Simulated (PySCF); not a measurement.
# Hartree-Fock beside MP2: AlClFHO

Calculated results; nothing here was measured. They come from PySCF 2.14.0, an open-source quantum chemistry program, on an isolated molecule that a program drew, which may never have been made. The molecule is AlClFHO (charge 0, singlet), drawn as the SMILES string `[OH][Al]([F])[Cl]`.

The geometry was optimised and harmonic frequencies were computed with HF and MP2, all in the cc-pV(D+d)Z basis, for the commonest isotopes, with a restricted reference for singlets and an unrestricted one otherwise, and a frozen core in MP2. Each result is a local minimum of its method.

Geometry at the HF minimum:
```xyz
5
AlClFHO, angstrom
O     1.7426   -1.7606   -0.1400
Al    0.2359   -1.6127   -0.8333
F    -0.8662   -0.5570   -0.2260
Cl   -0.2855   -2.7627   -2.4856
H     2.1069   -1.3056    0.6010
```

Lengths of the bonds as drawn, in Å (atoms numbered as above):
| bond | HF | MP2 |
|---|---|---|
| O1-Al2 | 1.665 | 1.694 |
| Al2-F3 | 1.643 | 1.665 |
| Al2-Cl4 | 2.079 | 2.082 |
| O1-H5 | 0.943 | 0.964 |

Rotational constants, in GHz:
```
constant     HF    MP2
       A  6.766  6.553
       B   3.17  3.151
       C  2.159  2.128
```

Harmonic frequencies in cm^-1, each column in rising order, so a row needn't be the same motion in every method:
| rank | HF | MP2 |
|---|---|---|
| 1 | 198 | 190 |
| 2 | 237 | 224 |
| 3 | 277 | 267 |
| 4 | 382 | 368 |
| 5 | 511 | 506 |
| 6 | 585 | ? |
| 7 | 858 | 833 |
| 8 | 982 | 937 |
| 9 | 4223 | 3928 |

**Estimate the missing MP2 frequency from the HF column.**

A single factor s that minimises the squared misfit of MP2 against s times HF over the other rows is sum(HF x MP2) / sum(HF^2) = 0.9340, with an rms misfit of 18 cm^-1. For rank 6 it gives 0.9340 x 585 = 546 cm^-1. The calculation gives 633 cm^-1, 87 cm^-1 above the estimate. The drawn bonds are on average 1.4 % longer in MP2 than in HF.
